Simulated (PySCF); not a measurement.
A survey of 29Si NMR shifts

No relativistic terms, equivalent nuclei averaged, isolated molecule, single conformer. Shieldings: GIAO PBE0/pcSseg-1; PBE0-D3(BJ)/def2-SVP geometry; PySCF.

Shieldings were converted by a linear fit to measured shifts: 29Si: δ = 279.39 − 0.832σ (rms 9.7 ppm, 87 shifts, 23.4 ppm with the 5 outliers that the fit left out vs TMS, solution or neat liquid). Occasional misses reach two or three times the rms, and more in compound classes unlike the fitted ones.

(1) Give the 29Si shifts of `CCCC1=C[SiH2]C=C[SiH2]1`, `C[SiH2]S[SiH3]`.

(2) Match the shifts -19.5, -46.6, -68.7 ppm to `C[SiH2]C(F)(F)F`, `[SiH3]c1cncpc1C1CC1`, `N[SiH](P)P`.

Results:

(1) 
| compound | environment | δ (ppm) |
| --- | --- | --- |
| [CH3:1][CH2:2][CH2:3][C:4]1=[CH:5][SiH2:6][CH:7]=[CH:8][SiH2:9]1 | Si6: silicon bonded to 2 C, 2 H, in a 6-membered ring | -70.5 |
| [CH3:1][CH2:2][CH2:3][C:4]1=[CH:5][SiH2:6][CH:7]=[CH:8][SiH2:9]1 | Si9: silicon bonded to 2 C, 2 H, in a 6-membered ring | -73.8 |
| [CH3:1][SiH2:2][S:3][SiH3:4] | Si2: silicon bonded to C, S, 2 H | -28.4 |
| [CH3:1][SiH2:2][S:3][SiH3:4] | Si4: silicon bonded to S, 3 H | -56.3 |

(2) -19.5: N[SiH](P)P (silicon bonded to N, 2 P, H); -46.6: C[SiH2]C(F)(F)F (silicon bonded to 2 C, 2 H); -68.7: [SiH3]c1cncpc1C1CC1 (silicon bonded to C, 3 H).
